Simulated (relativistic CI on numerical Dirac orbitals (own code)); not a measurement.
Sc3+ in a cubic cluster: 2p photoemission with charge transfer

Computed with a charge-transfer multiplet model of a cubic metal-ligand cluster with up to 2 ligand holes, Slater and spin-orbit integrals from Dirac-Coulomb-Breit ions, Slater integrals scaled by 0.7. The ground state mixes d0 with configurations of k ligand holes L, whose averages lie at kΔ + k(k − 1)U_dd/2; a core hole lowers each added d electron by U_cd. 20 K, Lorentzian 0.6 eV and Gaussian 0.8 eV FWHM.

Atomic integrals in eV (Slater integrals scaled, ζ unscaled), ground: F2dd 4.121, F4dd 2.525, zeta_d 0.005; with the core hole: F2dd 4.121, F4dd 2.525, zeta_d 0.020, zeta_core 3.003, F2cd 3.598, G1cd 2.586, G3cd 1.465. Where a configuration has fewer than two d electrons, the dd integrals are those of d2.

Cluster parameters (eV): Δ = 6.9, U_cd = 4.5, 10Dq = 0.8, 10Dq(ligand) = 0.1, V(eg) = 1.45, V(t2g) = -0.79, final-state hopping factor = 1.

| Case | n_d | d0 | d1L | d2L2 | S |
| --- | --- | --- | --- | --- | --- |
| U_dd = 1.4 eV | 0.20 | 0.81 | 0.18 | 0.01 | 0.00 |
| U_dd = 3.5 eV | 0.19 | 0.82 | 0.17 | 0.01 | 0.00 |
| U_dd = 4.9 eV | 0.19 | 0.82 | 0.17 | 0.01 | 0.00 |

Weights, n_d and S are thermal averages at 20 K. Binding energies count from the first peak over 30 % of the highest in each spectrum, which can be another peak from case to case. The parameters are a model scan and need not match a compound or its usual spin state. Peaks in eV (height, largest 100):
- U_dd = 1.4 eV: 0.0 (100), 4.7 (45), 10.5 (6)
- U_dd = 3.5 eV: 0.0 (100), 4.6 (43)
- U_dd = 4.9 eV: 0.0 (100), 4.6 (43)

A d0 ion has no d-d gap: its lowest excitations are ligand-to-metal charge transfer. With the core hole the average of the configuration with one ligand hole lies at Δ − U_cd = 2.4 eV before mixing: the effective hopping of about 3.4 eV (from the holes of the mixed ground state) is comparable with this gap or larger, so the configurations mix strongly.
